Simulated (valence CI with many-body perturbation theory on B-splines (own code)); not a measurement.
Au6+: calculated level list

Computed by valence CI with perturbative core correlation (CI+MBPT): five valence electrons over a frozen Dirac-Fock core [Xe] 4f14, radial functions for each j: 7 s, 7 p, 8 d, 6 f, 4 g, 1 h, with the one-electron correlation potential Σ1 (screened to all orders), the two-electron term Σ2, the three-electron term Σ3, Breit, model QED; selected single and double excitations, second order for the rest, scaled by the run's own slope (own B-spline code, finite nucleus).

No measured spectrum was set against this ion. As an estimate, terms of the open shell hold to 2 to 4 % of their energy, and close levels can change places; different configurations can be misplaced against each other by 1,000 to 8,000 cm⁻¹. Among the levels kept, up to 2100 cm⁻¹ of a level comes from second order outside the variational space, and about a tenth of that is noise between levels of different J, which matters for small intervals. The list stops below the first excitations out of the core.

Levels 46 to 90 of 216, with energies above the lowest level, (5d3/2^3 5d5/2^2) J=5/2 [a]. "Leading %" is the weight of the configuration and term that name the level; weights of strongly mixed levels are sums over their largest components and can fall short. In the jj column 3d3/2^4 stands for four electrons in 3d with j = 3/2. Lifetimes count E1, E2, E3, M1 and M2 decay at the calculated energies, and are blank where another channel may lead or the interval is too uncertain; long ones can be off by a factor of two.

```
No.  Configuration  Term     J  E (cm⁻¹)  Leading %  Lifetime                 Leading jj      g
 46          5d⁴6s    ⁴D   5/2    177970         41   40.0 μs    5d3/2^3 5d5/2 6s (63 %)  1.060
 47          5d⁴6s    ⁴H   9/2    179480         43   60.7 μs  5d3/2^2 5d5/2^2 6s (51 %)  1.125
 48          5d⁴6s    ⁴P   1/2    179930         45   48.1 μs  5d3/2^2 5d5/2^2 6s (71 %)  2.086
 49          5d⁴6s    ⁴D   7/2    185640         32   35.4 μs  5d3/2^2 5d5/2^2 6s (47 %)  1.190
 50          5d⁴6s    ⁴D   5/2    185750         34   39.0 μs  5d3/2^2 5d5/2^2 6s (56 %)  1.094
 51          5d⁴6s    ⁴H  11/2    185950         70   62.5 μs  5d3/2^2 5d5/2^2 6s (96 %)  1.162
 52          5d⁴6s    ⁴H   7/2    186190         29   45.8 μs  5d3/2^2 5d5/2^2 6s (82 %)  1.049
 53          5d⁴6s    ⁴F   3/2    186440         60   52.1 μs  5d3/2^2 5d5/2^2 6s (69 %)  0.714
 54          5d⁴6s    ⁴G   5/2    188420         29   45.8 μs  5d3/2^2 5d5/2^2 6s (65 %)  1.022
 55          5d⁴6s    ⁴P   3/2    188800         57   43.6 μs  5d3/2^2 5d5/2^2 6s (79 %)  1.522
 56          5d⁴6s    ⁴H  13/2    189370         73   55.9 μs  5d3/2^2 5d5/2^2 6s (87 %)  1.191
 57          5d⁴6s    ⁴H   9/2    191640         34   43.6 μs  5d3/2^2 5d5/2^2 6s (69 %)  1.068
 58          5d⁴6s    ⁴D   5/2    194160         36   49.2 μs  5d3/2^2 5d5/2^2 6s (80 %)  1.302
 59          5d⁴6s    ⁴D   1/2    194310         51   36.6 μs  5d3/2^2 5d5/2^2 6s (88 %)  0.492
 60          5d⁴6s    ⁴G   9/2    194790         57   47.3 μs  5d3/2^2 5d5/2^2 6s (82 %)  1.129
 61          5d⁴6s    ²I  11/2    196010         42   40.5 μs  5d3/2^2 5d5/2^2 6s (94 %)  1.043
 62          5d⁴6s    ⁴D   7/2    196370         52   42.7 μs  5d3/2^2 5d5/2^2 6s (70 %)  1.316
 63          5d⁴6s    ²G   7/2    197530         39   48.0 μs  5d3/2^2 5d5/2^2 6s (71 %)  1.026
 64          5d⁴6s    ⁴F   9/2    199440         43   36.2 μs  5d3/2^2 5d5/2^2 6s (58 %)  1.176
 65          5d⁴6s    ⁴D   3/2    199710         41   40.4 μs  5d3/2^2 5d5/2^2 6s (60 %)  1.085
 66          5d⁴6s    ²F   5/2    202150         28   42.3 μs  5d3/2^2 5d5/2^2 6s (60 %)  1.187
 67          5d⁴6s    ²G   7/2    203460         39   33.2 μs    5d3/2 5d5/2^3 6s (58 %)  1.129
 68          5d⁴6s    ⁴G  11/2    205780         60   48.8 μs    5d3/2 5d5/2^3 6s (93 %)  1.193
 69          5d⁴6s    ²D   5/2    206620         34   35.5 μs  5d3/2^2 5d5/2^2 6s (47 %)  1.175
 70          5d⁴6s    ²G   7/2    207380         32   35.8 μs    5d3/2 5d5/2^3 6s (77 %)  1.082
 71          5d⁴6s    ²D   3/2    208580         43   35.8 μs  5d3/2^2 5d5/2^2 6s (68 %)  0.883
 72          5d⁴6s    ²F   5/2    209020         55   32.6 μs    5d3/2 5d5/2^3 6s (69 %)  1.047
 73          5d⁴6s    ⁴D   1/2    209300         67   35.4 μs    5d3/2 5d5/2^3 6s (89 %)  0.459
 74          5d⁴6s    ²I  13/2    209590         73   43.0 μs    5d3/2 5d5/2^3 6s (87 %)  1.116
 75          5d⁴6s    ²G   9/2    212550         60   31.5 μs    5d3/2 5d5/2^3 6s (57 %)  1.143
 76          5d⁴6s    ²D   3/2    212590         47   36.4 μs    5d3/2 5d5/2^3 6s (56 %)  1.054
 77          5d⁴6s    ²H  11/2    213970         50   34.4 μs    5d3/2 5d5/2^3 6s (97 %)  1.021
 78          5d⁴6s    ⁴P   5/2    215610         53   34.9 μs  5d3/2^2 5d5/2^2 6s (61 %)  1.400
 79          5d⁴6s    ²G   9/2    215790         46   32.2 μs    5d3/2 5d5/2^3 6s (56 %)  1.158
 80          5d⁴6s    ²G   7/2    218620         38   30.7 μs  5d3/2^2 5d5/2^2 6s (67 %)  1.061
 81          5d⁴6s    ²S   1/2    219770         59   33.6 μs    5d3/2 5d5/2^3 6s (81 %)  1.940
 82          5d⁴6s    ²F   7/2    220370         54   34.2 μs    5d3/2 5d5/2^3 6s (78 %)  1.175
 83          5d⁴6s    ⁴F   3/2    220710         41   30.5 μs    5d3/2 5d5/2^3 6s (67 %)  0.897
 84          5d⁴6s    ⁴F   5/2    222010         39   34.2 μs    5d3/2 5d5/2^3 6s (55 %)  1.184
 85          5d⁴6s    ²F   5/2    223820         50   33.4 μs    5d3/2 5d5/2^3 6s (77 %)  1.052
 86          5d⁴6s    ⁴P   3/2    224280         44   31.8 μs  5d3/2^2 5d5/2^2 6s (55 %)  1.251
 87          5d⁴6s    ⁴F   9/2    230550         45   34.5 μs          5d5/2^4 6s (74 %)  1.209
 88          5d⁴6s    ⁴F   7/2    231630         50   34.5 μs    5d3/2 5d5/2^3 6s (75 %)  1.172
 89          5d⁴6s    ⁴F   5/2    231860         37   33.3 μs    5d3/2 5d5/2^3 6s (61 %)  1.120
 90          5d⁴6s    ⁴P   3/2    232890         38   29.8 μs    5d3/2 5d5/2^3 6s (56 %)  1.233
```

Where two levels of one J and parity lie close, their mixing, g and order are uncertain.
